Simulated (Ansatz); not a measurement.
`[SiH3][N]([SiH3])[Mg][Cl]`, 11 atoms. The species carries charge 0 and has multiplicity 1. Correlated methods include outer-core shells of Mg, which these sets cover unevenly. All runs use 4 threads of an Arm Neoverse V2 on a shared host. Correlated methods freeze the cores.

(1) Give the basis size and wall time and peak host memory of each of these runs in Ansatz. RKS r2SCANh-D4/def2-TZVPP energy; RKS PBE0-D4/def2-SVP energy; RKS B3LYP-D4/def2-TZVPP energy and forces; RHF-MP2/def2-QZVPP energy; RKS PBE0-D4/def2-QZVPP energy; RKS PBE0-D4/def2-TZVP relaxation (7 steps); RKS ωB97M-V/def2-SVP energy; RKS HSE06 (plane-wave form)-D4/def2-TZVPP energy; RHF-CCSD(T)/def2-SVP energy; RKS PBE-D4/def2-TZVPP energy and forces; RHF-CCSD(T)/def2-TZVPP energy; RKS ωB97M-V/def2-QZVPP energy. (Best estimate.)

## Answers

(1) The calculation gave: Other jobs shared the machine, so times are rough.

| level | job | functions | wall time | peak host memory (GiB) |
| --- | --- | --- | --- | --- |
| RKS PBE0-D4/def2-SVP | energy | 116 | 1.5 s | 0.26 |
| RKS PBE-D4/def2-TZVPP | energy and forces | 273 | 2.7 s | 0.44 |
| RKS HSE06 (plane-wave form)-D4/def2-TZVPP | energy | 273 | 3.7 s | 0.93 |
| RKS B3LYP-D4/def2-TZVPP | energy and forces | 273 | 5.5 s | 0.95 |
| RKS r2SCANh-D4/def2-TZVPP | energy | 273 | 6 s | 0.91 |
| RHF-CCSD(T)/def2-SVP | energy | 116 | 6 s | 0.58 |
| RKS ωB97M-V/def2-SVP | energy | 116 | 6.5 s | 0.42 |
| RKS PBE0-D4/def2-QZVPP | energy | 510 | 12 s | 2.5 |
| RHF-MP2/def2-QZVPP | energy | 510 | 20 s | 3.2 |
| RKS ωB97M-V/def2-QZVPP | energy | 510 | 26 s | 2.9 |
| RKS PBE0-D4/def2-TZVP | relaxation (7 steps) | 210 | 27 s | 0.68 |
| RHF-CCSD(T)/def2-TZVPP | energy | 273 | 3.4 min | 7.1 |

B3LYP here is the variant with VWN-RPA as its local correlation; programs differ in this.
